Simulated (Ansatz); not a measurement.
Basis-set extrapolation for CH3ClOSi, SMILES `CO[Si]Cl` (PBE0-D4/def2-TZVP geometry, frozen core, the Gaussian-basis code of Ansatz). Multiplicity 1, RHF reference.

```tsv
	def2-TZVPP	def2-QZVPP
HF	-863.040526	-863.067823
MP2 correlation	-0.697250	-0.755504
CCSD(T) correlation	-0.765932	not run
```

Energies in hartree. Use E(X) = E(∞) + A·exp(−7.88·√X) for Hartree–Fock and E(X) = E(∞) + B·X^(−2.97) for correlation, with X = 3 and 4, and add CCSD(T) minus MP2 of the smaller set to the MP2 limit.

Question: What is the CCSD(T) energy at the basis-set limit?

Answer: HF limit: -863.067823 + (-0.027297) × 0.13774 = -863.07158. MP2 limit: -0.755504 + (-0.058254) × 0.74074 = -0.79866. Higher-order term: -0.765932 − (-0.697250) = -0.06868. Total: -863.93892 hartree, 347.8 kJ/mol below CCSD(T)/def2-TZVPP.
